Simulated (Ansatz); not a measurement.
```yaml
crystal:
  periodic: [false, false, false]
  atoms:
    - {symbol: C, position_ang: [-0.923934, -0.389756, 0.756328]}
    - {symbol: C, position_ang: [0.237249, 0.395148, 0.532595]}
    - {symbol: C, position_ang: [1.567632, -0.769289, 0.865541]}
    - {symbol: Si, position_ang: [0.892658, 1.032016, -1.213910]}
    - {symbol: N, position_ang: [-0.714365, 0.836960, -2.275361]}
    - {symbol: H, position_ang: [-1.324599, -0.674363, 1.971084]}
    - {symbol: H, position_ang: [-1.999953, 0.379552, 0.580594]}
    - {symbol: H, position_ang: [-1.283687, -1.058294, 0.083048]}
    - {symbol: H, position_ang: [0.468162, 1.267592, 1.469872]}
    - {symbol: H, position_ang: [1.527327, -1.664450, 0.085431]}
    - {symbol: H, position_ang: [2.616836, -0.210720, 0.700080]}
    - {symbol: H, position_ang: [1.541539, -1.039454, 2.144772]}
    - {symbol: H, position_ang: [-1.465448, 0.324752, -1.771335]}
    - {symbol: H, position_ang: [-0.699086, 0.982088, -3.294039]}
basis:
  gaussian: {orbitals: aug-pcseg-2, fitting: {mean_field: cc-pVTZ-jkfit}}
hamiltonian: {xc: {name: revPBE}}
relax: {f_tol: 0.001, max_steps: 3}
output: {forces: true}
```

```sh
$ ansatz run in.yaml --threads 4 --pin off --events-out ev --progress --plain --max-ram 10444MiB
```

Problem. How does Ansatz answer? (Estimate.)

Solution. Ansatz gave: No converged result was reached.
```
Functional definition: revPBE
707 factors; integrals over basis functions are off by at most 8.3e-1 eV
mean field evaluation 1: about -12593.0987 eV, gradient 1.1e2 eV
mean field evaluation 2: about -12418.4463 eV, gradient 2.4e2 eV
mean field evaluation 4: about -12618.2526 eV, gradient 3.1e1 eV
mean field evaluation 8: about -12620.8547 eV, gradient 6.1e-1 eV
mean field evaluation 16: about -12620.8553 eV, gradient 6.9e-4 eV
mean field -12620.85526422 eV, -463.8078762372 hartree, gradient 5.2e-5 eV, S^2 0.000000; 0 other end points of the search recorded, 0 dependent functions left out
reference -12620.85536938 eV, -463.8078801015 hartree; 24, 24 occupied and 417, 417 virtual orbitals, 707 factors
relax step   1: F+E_penalty+E_count = -12620.85526422 eV  Δ(F+E_penalty+E_count) = +0.000e0 eV  max|allowed force component| = 6.761e0 eV/Å  Δτ_max = 0.0000 Å  (36 SCF iters, accepted)
707 factors; integrals over basis functions are off by at most 8.3e-1 eV
mean field -12623.88979653 eV, -463.9193932425 hartree, gradient 2.6e-5 eV, S^2 0.000000; 0 other end points of the search recorded, 0 dependent functions left out
reference -12623.88990035 eV, -463.9193970581 hartree; 24, 24 occupied and 417, 417 virtual orbitals, 707 factors
relax step   2: F+E_penalty+E_count = -12623.88979653 eV  Δ(F+E_penalty+E_count) = -3.035e0 eV  max|allowed force component| = 2.609e0 eV/Å  Δτ_max = 0.1985 Å  (39 SCF iters, accepted)
707 factors; integrals over basis functions are off by at most 8.3e-1 eV
mean field -12624.51443529 eV, -463.9423482937 hartree, gradient 1.7e-5 eV, S^2 0.000000; 0 other end points of the search recorded, 0 dependent functions left out
reference -12624.51453740 eV, -463.9423520461 hartree; 24, 24 occupied and 417, 417 virtual orbitals, 707 factors
relax step   3: F+E_penalty+E_count = -12624.51443529 eV  Δ(F+E_penalty+E_count) = -6.246e-1 eV  max|allowed force component| = 1.588e0 eV/Å  Δτ_max = 0.1911 Å  (40 SCF iters, accepted)
Error: geometry relaxation did not converge after 3 steps: max|allowed force component| = 1.59e0 eV/Å (threshold 1.0e-3). Raise `relax.max_steps` over both its present limit and 3, loosen `relax.f_tol`, or start from a geometry closer to equilibrium. Where this run's directory can be resumed (`checkpoint.write`), a resume goes on for up to `relax.max_steps` more
```
